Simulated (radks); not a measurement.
Values are calculated unless marked as measured or tabulated.
Ne2+, configuration [He] 2s2 2p4 (the NIST ground configuration).

Level of theory: scalar-relativistic Kohn-Sham, r2SCAN, spin-polarised, spherical densities, finite nucleus; open shells are filled with parallel spins first; meta-GGA in the generalised Kohn-Sham scheme; Fermi nuclear charge, rms radius 3.0055 fm (a radial shooting solver on a logarithmic mesh with Libxc functionals).

Energy parts (eV):
part                     energy
total                 -3448.630
kinetic                3449.892
electron-nucleus      -7987.371
Hartree                1395.964
exchange-correlation   -307.116

Orbitals (lengths in bohr, moments of r in powers of bohr; <r^-3> diverges for s and p1/2; r(max) is where P^2 peaks):
orbital  occ.  eigenvalue (eV)  r(max)  <1/r>  <r^-3>
1s up       1        -889.6780  0.1027  9.624       -
1s down     1        -886.9711  0.1026  9.647       -
2s up       1         -82.7044  0.6554  1.781       -
2s down     1         -76.7850  0.6647  1.732       -
2p up       3         -58.1591  0.5788  1.656   14.87
2p down     1         -51.6223  0.5959  1.602   13.91

The highest occupied level is 2p down at -51.622 eV. For comparison, the ionisation energy in NIST's Atomic Spectra Database is 63.423 eV (measured). In exact Kohn-Sham theory the highest level is minus the ionisation energy, but local and semilocal functionals leave it too shallow, through self-interaction and a potential that decays too fast; potentials with the right tail come closer. Spin moment in Bohr magnetons: 2. The density falls to 0.001 e/bohr^3 at r = 2.36 bohr. The spin density at the nucleus is 0.012 e/bohr^3 (1s -1.325, 2s 1.337). Summed over all electrons, <r^2> = 4.986 bohr^2, which gives a Langevin (diamagnetic) susceptibility term of -3.95 x 10^-6 cm^3/mol.
